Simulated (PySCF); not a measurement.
Compound: C2H6BNO.
Geometry (GFN2-xTB, Å), atoms numbered from 1 in this order:
```xyz
11
C2H6BNO angstrom
C      1.9322   -1.3293    0.3500
C      0.9177   -0.8539   -0.0846
B     -0.4404   -0.2970   -0.5996
N     -0.4031    1.3884    0.0754
O     -1.6165   -0.8453   -0.0595
H      2.8338   -1.7396    0.7069
H     -0.5218   -0.0776   -1.7627
H      0.3401    1.9120   -0.3684
H     -0.2572    1.3447    1.0768
H     -1.3085    1.7903   -0.1341
H     -1.4709   -1.2900    0.7738
```

The closed-shell ground state was solved at several levels (PySCF, density fitting, gas phase, non-relativistic).

```tsv
level	basis functions	HOMO (eV)	LUMO (eV)	gap (eV)	dipole (D)
B3LYP/pcJ-1	195	-7.10	0.13	7.23	4.79
PBE0/pcSseg-1	115	-7.34	0.45	7.79	4.82
```

**Question.** Estimate the row for CAM-B3LYP/def2-SVPD, a basis of 151 functions; the other rows only guide the guess.

**Answer.** HOMO -8.81 eV, LUMO 0.52 eV, gap 9.33 eV, dipole 4.65 D.

**Question.** Over all these levels, which gives the widest orbital gap and which the narrowest?

**Answer.** CAM-B3LYP/def2-SVPD (range-separated hybrid) has the widest, 9.33 eV, and B3LYP/pcJ-1 (global hybrid, 20 % exact exchange) the narrowest, 7.23 eV. Functional and basis both differ between the two, so the spread mixes both effects.

**Question.** How far do the dipole and the HOMO energy spread over the levels?

**Answer.** The dipole runs from 4.65 to 4.82 D (mean 4.75 D) and the HOMO from -8.81 to -7.10 eV.

One conformer stands for the species.
